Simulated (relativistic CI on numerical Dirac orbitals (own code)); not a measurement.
## One change at a time: I¹²⁺

Base calculation: Dirac-Coulomb-Breit CI, separate exchange-only KLI orbitals for each configuration, model QED, unscaled Slater integrals.

Configurations in the expansion (outside the closed core [Ar] 3d10): 4s²4p⁶4d⁵, 4s²4p⁵4d⁶, 4s²4p⁶4d⁴4f, 4s²4p⁶4d⁴5p, 4s²4p⁶4d³4f5s, 4s²4p⁶4d³5s5p, 4s²4p⁶4d³5s², 4s²4p⁶4d²4f5s², 4s²4p⁶4d²5s²5p, 4p⁶4d⁷, 4p⁵4d⁸. Double excitations out of closed p, d and f shells are left out; levels of such configurations are missing from the list, as are those of other unlisted configurations, and high levels can miss mixing partners.

Variants: (1) P86 correlation estimate; (2) Breit term removed; (3) non-relativistic limit. Shifts of the energy above 4s²4p⁶4d⁵ ⁶S5/2, in cm⁻¹, for the lowest level and the first level of each name with at least 55 % of one term (blank where a level changes its place among those of its configuration and J or its character, or is not in the variant):

```csv
Level,Base,Δ(1),Δ(2),Δ(3)
4s²4p⁶4d⁵ ⁶S5/2,0,0,0,0
4s²4p⁶4d⁵ ⁴G7/2,48491,0,-31,+1292
4s²4p⁶4d⁵ ⁴G11/2,49603,0,+200,+180
4s²4p⁶4d⁵ ⁴G9/2,50875,0,+190,-1092
4s²4p⁶4d⁵ ⁴P1/2,56205,+1,-40,+1614
4s²4p⁶4d⁵ ⁴D7/2,61368,0,+169,-336
4s²4p⁶4d⁵ ⁴D1/2,67744,0,+298,-6712
4s²4p⁶4d⁵ ²I11/2,70075,0,+224,+1541
4s²4p⁶4d⁵ ²I13/2,75063,0,+541,-3446
4s²4p⁶4d⁵ ²H9/2,88835,+1,+326,-1152
4s²4p⁶4d⁵ ²H11/2,100184,+1,+856,-12500
4s²4p⁶4d⁵ ²S1/2,108794,0,+203,-3429
4s²4p⁶4d⁵ ²P3/2,156015,+1,+78,-855
4s²4p⁶4d⁵ ²P1/2,161284,+1,+375,-6123
4s²4p⁵4d⁶ ⁶F°11/2,629466,+974,+1418,-12172
4s²4p⁵4d⁶ ⁶F°9/2,643434,+975,+1624,-26141
4s²4p⁵4d⁶ ⁶P°3/2,644798,+1165,+1476,
4s²4p⁵4d⁶ ⁴P°5/2,650374,+1035,+1163,
4s²4p⁵4d⁶ ⁴H°13/2,668251,+1000,+1651,-19616
```

At this charge energies of transitions that change n are usually good to better than 1 %, and those within a shell (Δn = 0) to a few per cent. Terms inside the open d or f shell come out 10 to 20 % too wide with unscaled integrals. Levels and lines within the n = 5 or 6 shells can be off by up to 10 % or somewhat more, and those that change n by about 2 %, since core polarisation is missing.

Ionisation energy from the two ground configurations alone: base 279.115 eV; P86 correlation estimate 280.817 eV. The NIST ASD value (theoretical) is 279 eV.

LS names give the leading component of a level, which can be under half, so a name can repeat, a term be missing and a line seem to break the LS rules.
